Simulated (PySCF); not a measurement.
**H2Te, singlet: molecular constants**

Method: PBE0 in PySCF with Te x2c-TZVPall, H x2c-TZVPall; spin-free X2C, no spin–orbit coupling; density-fitted integrals.

The structure is a minimum.

```xyz
3
charge 0 multiplicity 1, angstrom
Te    0.0000    0.0000   -0.0179
H     1.1729    0.0000    1.1531
H    -1.1729    0.0000    1.1531
```

| Quantity | Value |
| --- | --- |
| Point group | C2v |
| Bond lengths | Te–H 1.657 Å (×2) |
| Bond angles | H–Te–H 90.1° |
| Lowest empty level | -0.59 eV |
| Entropy at 298.15 K and 1 bar | 228.6 J/(mol K) |
| Highest occupied level | -6.53 eV |
| Heat capacity Cp at 298.15 K | 35.4 J/(mol K) |
| Zero-point energy | 31.2 kJ/mol |
| Enthalpy at 298.15 K above 0 K | 10.06 kJ/mol |
| Rotational constants | 6.194, 6.079, 3.068 cm⁻¹ |
| Principal quadrupole moments (Buckingham, traceless) about the centre of mass | -4.70, 1.49, 3.21 D Å |
| Dipole moment | 0.24 D |
| Principal polarisabilities | 29.4, 36.5, 37.2 bohr³ |
| Rotational symmetry number | 2 |

Harmonic modes (masses in u: Te 129.906, H 1.008):
```csv
symmetry,ω (cm⁻¹),IR (km/mol),μ (u)
a1,893,9.8,1.02
a1,2161,34.3,1.02
b2,2169,38.2,1.02
```

In C2v the vibrations span 2a1 + b2. Here b1 is antisymmetric to the molecular plane and b2 lies in it.

Charges (e):
```
atom  Mulliken  Löwdin  polar tensor  Mayer order to Te1
 Te1     -0.16    0.11          0.14                   –
H2,3      0.08   -0.05         -0.07                0.99
```

Mulliken populations on Te1: s 9.88, p 22.19, d 20.08, f 0.02.

Outer orbital energies (eV). occupied: -17.93, -10.83, -9.42, -6.53; empty: -0.59, 0.26, 4.64, 5.09.

Counting electrons, tellurium keeps 4 of its valence electrons outside its bonds, so the VSEPR class is AX2E2 and the expected shape is bent (C2v), as computed. The angle of 90° is close to 90°: the heavy centre bonds with nearly pure p orbitals and keeps its lone pair s-like.

The final relaxation and frequency run took roughly 28 core-seconds on a shared host.
